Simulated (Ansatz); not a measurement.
Total energies of CH$_{8}$Ge$_{2}$, SMILES `[GeH3][CH2][GeH3]`.

```xyz
11

Ge    1.2968    0.0360   -1.0300
C    -0.5412   -0.3630   -0.4967
Ge   -0.9689    0.1838    1.3308
H     1.5550   -0.4245   -2.4763
H     2.2820   -0.6874   -0.0949
H     1.5514    1.5511   -0.9382
H    -0.7103   -1.4380   -0.5917
H    -1.2249    0.1401   -1.1843
H    -0.7721    1.7027    1.4825
H    -0.0390   -0.5358    2.3239
H    -2.4286   -0.1650    1.6748
```

Charge 0, multiplicity 1. Correlated methods include outer-core shells of Ge, which these sets cover unevenly. Scalar relativity is left out up to krypton. All single points use the PBE0-D4/def2-TZVP geometry. Basis def2-TZVPP, Ansatz 0.2.0.

RPA on PBE orbitals: Hartree–Fock energy of these orbitals -4193.19445 Eh, correlation -1.19403 Eh (frozen core).

```
functional                                  kind  energy without D4 (Eh)  D4 term (kJ/mol)
       PBE                                   GGA             -4196.21708             -20.8
    revPBE                                   GGA             -4196.58639             -58.1
      BLYP                                   GGA             -4196.98980             -44.9
    B97M-V                    meta-GGA with VV10             -4196.15608                 –
      PBE0    global hybrid, 25 % exact exchange             -4196.34383             -17.6
 CAM-B3LYP                range-separated hybrid             -4197.13792             -18.0
   LC-ωPBE           long-range corrected hybrid             -4196.36417                 –
   ωB97X-V  range-separated hybrid GGA with VV10             -4196.53574                 –
    B2PLYP                         double hybrid             -4196.13919                 –
  PBE-QIDH                         double hybrid             -4195.68892                 –
```

Q: Give the same for LDA (SPW92), r2SCAN, B3LYP, r2SCANh, r2SCAN0, HSE06 (plane-wave form), BHLYP, ωB97M-V. (An estimate is asked.)

A: Ansatz gave: 
| functional | kind | energy without D4 (Eh) | D4 term (kJ/mol) |
| --- | --- | --- | --- |
| LDA (SPW92) | LDA | -4190.16494 | – |
| r2SCAN | meta-GGA | -4196.87755 | -5.0 |
| B3LYP | global hybrid, 20 % | -4197.02708 | -33.6 |
| r2SCANh | meta-GGA hybrid, 10 % | -4196.86132 | -5.3 |
| r2SCAN0 | meta-GGA hybrid, 25 % | -4196.83860 | -5.9 |
| HSE06 (plane-wave form) | screened hybrid | -4196.34118 | -16.5 |
| BHLYP | global hybrid, 50 % | -4196.85385 | -27.6 |
| ωB97M-V | range-separated hybrid meta-GGA with VV10 | -4196.64381 | – |

B3LYP takes the VWN-RPA correlation (the form of Gaussian; ORCA's B3LYP/G). HSE06 is the plane-wave form, built on full-range PBE exchange. The double hybrids freeze the cores in their second-order part.

LC-ωPBE has ω = 0.4 bohr⁻¹.
